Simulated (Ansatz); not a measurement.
Relaxation of H6N2OSi2 (11 atoms, charge 0, multiplicity 1), to a largest force component of 0.015 eV/Å in at most 40 steps.

All numbers below come from Ansatz 0.2.0, RKS PBE0-D4/def2-SVP.

```xyz
11
Properties=species:S:1:pos:R:3
N 1.298 0.791 1.065
Si 0.729 -0.580 0.267
O -0.071 -1.389 1.469
N -0.479 0.175 -0.324
Si -1.088 0.087 -1.838
H 1.079 0.553 2.105
H 2.334 0.717 1.108
H 0.379 -1.188 2.349
H -1.304 -0.025 0.371
H -0.061 0.602 -2.741
H -1.477 -1.295 -2.149
```

Task: Where does it end, and by what steps?

Result: The forces met the threshold. After 17 steps the energy has fallen by 5.801 eV; H9 moved furthest, 1.15 Å. The start is strongly strained (largest force component 10 eV/Å). Joined: Si2–Si5.

```json
{"step": "0", "energy less start (eV)": "0.0000", "largest force component (eV/Å)": "9.905", "accepted": "yes"}
{"step": "1", "energy less start (eV)": "-2.0934", "largest force component (eV/Å)": "4.899", "accepted": "yes"}
{"step": "2", "energy less start (eV)": "-3.1106", "largest force component (eV/Å)": "1.937", "accepted": "yes"}
{"step": "3", "energy less start (eV)": "-3.9886", "largest force component (eV/Å)": "2.630", "accepted": "yes"}
{"step": "4", "energy less start (eV)": "-4.6916", "largest force component (eV/Å)": "2.060", "accepted": "yes"}
{"step": "5", "energy less start (eV)": "-5.1800", "largest force component (eV/Å)": "1.419", "accepted": "yes"}
{"step": "6", "energy less start (eV)": "-5.4841", "largest force component (eV/Å)": "0.455", "accepted": "yes"}
{"step": "7", "energy less start (eV)": "-5.6499", "largest force component (eV/Å)": "0.391", "accepted": "yes"}
{"step": "8", "energy less start (eV)": "-5.7008", "largest force component (eV/Å)": "0.527", "accepted": "yes"}
{"step": "9", "energy less start (eV)": "-5.7501", "largest force component (eV/Å)": "0.429", "accepted": "yes"}
{"step": "10", "energy less start (eV)": "-5.7757", "largest force component (eV/Å)": "0.490", "accepted": "yes"}
{"step": "11", "energy less start (eV)": "-5.7572", "largest force component (eV/Å)": "1.114", "accepted": "no"}
{"step": "12", "energy less start (eV)": "-5.7933", "largest force component (eV/Å)": "0.189", "accepted": "yes"}
{"step": "13", "energy less start (eV)": "-5.7996", "largest force component (eV/Å)": "0.040", "accepted": "yes"}
{"step": "14", "energy less start (eV)": "-5.8001", "largest force component (eV/Å)": "0.034", "accepted": "yes"}
{"step": "15", "energy less start (eV)": "-5.8007", "largest force component (eV/Å)": "0.026", "accepted": "yes"}
{"step": "16", "energy less start (eV)": "-5.8008", "largest force component (eV/Å)": "0.017", "accepted": "yes"}
{"step": "17", "energy less start (eV)": "-5.8008", "largest force component (eV/Å)": "0.003", "accepted": "yes"}
```

```xyz
11
Properties=species:S:1:pos:R:3
N 1.592 0.482 1.191
Si 0.249 -0.373 0.545
O -0.133 -1.537 1.670
N -1.144 0.354 -0.152
Si -0.411 -0.369 -1.592
H 1.611 0.741 2.172
H 2.080 1.160 0.618
H 0.629 -1.967 2.071
H -1.998 0.846 0.085
H 0.036 0.582 -2.664
H -1.175 -1.470 -2.262
```

Whether the end is a true minimum wasn't checked by a vibrational analysis.

Time of the run: 32 s on 2 threads of Intel(R) Xeon(R) 6975P-C (Granite Rapids), on a shared host, peak memory 0.26 GiB.
